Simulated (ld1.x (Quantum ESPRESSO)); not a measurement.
**What one change does to a pseudopotential (antimony (Sb), PAW)**

antimony (Sb), PAW, made with ld1.x (Quantum ESPRESSO) 7.5 (PW91, scalar-relativistic). Core [Kr], reference 4d10 5s2 5p3. Waves: 5s (bound): rcut 1.50, rcutus 2.10 bohr; 5s channel at -0.15 Ry: rcut 1.50, rcutus 2.10 bohr; 5p (bound): rcut 2.00, rcutus 2.65 bohr; 5p channel at 0.1 Ry: rcut 2.00, rcutus 2.65 bohr; 4d (bound): rcut 1.10, rcutus 1.30 bohr; 4d channel at 1.2 Ry: rcut 1.10, rcutus 1.30 bohr; 4f channel at 0.4 Ry: rcut 1.80, rcutus 2.30 bohr. Local part: all-electron potential smoothed inside 1.60 bohr (lloc = -1). Core correction: Bessel-smoothed model core inside 1.20 bohr. Augmentation charge: BG, radius 0.90 bohr.

All-electron outer shells of the reference configuration (PW91, scalar-relativistic, ld1.x):

```
shell  level (eV)  outermost node (bohr)  outermost maximum (bohr)
   4s     -148.86                   0.39                      0.73
   4p     -101.81                   0.39                      0.76
   4d      -33.54                   0.38                      0.84
   5s      -12.90                   0.95                      1.90
   5p       -4.88                   1.04                      2.32
```

Change: type RRKJ; waves now 5s (bound): rc 2.10 bohr; 5p (bound): rc 2.65 bohr; 4d (bound): rc 1.30 bohr; 4f channel at 0.4 Ry: rc 2.30 bohr; local potential all-electron potential smoothed inside 2.25 bohr (lloc = -1); rho0 0.005.

Cutoffs: the cutoffs (Ry, on a coarse ladder) from which the occupation-weighted sum of valence levels, in a spherical-Bessel basis at the reference potential, stays within 10 and 1 mRy of its value at 400 Ry; they do not see the model core or the augmentation charge, which bear on the density cutoff. Errors are all-electron minus pseudo energies relative to the spin-unpolarised reference configuration.

Question: What does the change do?

Answer: The potential gets softer (90 Ry and 160 Ry → 90 Ry and 100 Ry); the bound ghost in s disappears; of the 7 tests that both files solve, the error grows in 1 and shrinks in 4 by more than 15 % and 0.3 meV (median size 11.1 → 0.9 meV); the range in which the s phases agree narrows (upper end at the end of the scan → 1.3); the range in which the d phases agree narrows (upper end at the end of the scan → 0.2). Several settings change at once here, so the effects cannot be laid on one of them.

```csv
quantity,base,changed
"cutoff, loose",90 Ry,90 Ry
"cutoff, tight",160 Ry,100 Ry
loose cutoff by channel (10 mRy a level),"s 6 Ry, p 6 Ry, d 55 Ry","s 25 Ry, p 12 Ry, d 80 Ry"
bound ghosts,s,none
"error for 4d10 5s2 5p2, meV [ΔE 8.38 eV]",+1.0,0.0
"error for 4d10 5s2 5p1, meV [ΔE 24.42 eV]",+11,+4.0
"error for 4d10 5s2 5p0, meV [ΔE 48.93 eV]",+28,+12
"error for 4d10 5s2 5p2.5, meV [ΔE 3.29 eV]",-0.1,-0.3
"error for 4d9 5s2 5p4, meV [ΔE 31.11 eV]",+77,-393
"error for 4d10 5s1 5p3, meV [ΔE 17.13 eV]",-13,-0.9
"error for 4d10 5s2 5p3.3, meV [ΔE -1.17 eV]",+0.4,+0.4
s: phases at 2.89 bohr within 0.05 rad from the reference energy up to (Ry; the scan ends near 5),to the end of the scan,1.3
p: phases at 2.89 bohr within 0.05 rad from the reference energy up to (Ry; the scan ends near 5),2.4,2.3
d: phases at 2.89 bohr within 0.05 rad from the reference energy up to (Ry; the scan ends near 5),to the end of the scan,0.2
f: phases at 2.89 bohr within 0.05 rad from the reference energy up to (Ry; the scan ends near 5),1.2,2.3
```

Base: ld1.x warns that Blöchl-style (BG) augmentation functions are not a good idea. A true bound ghost makes a file unfit for plane-wave use even where its test errors are small: the radial tests pick states by their node count and pass the ghost by.
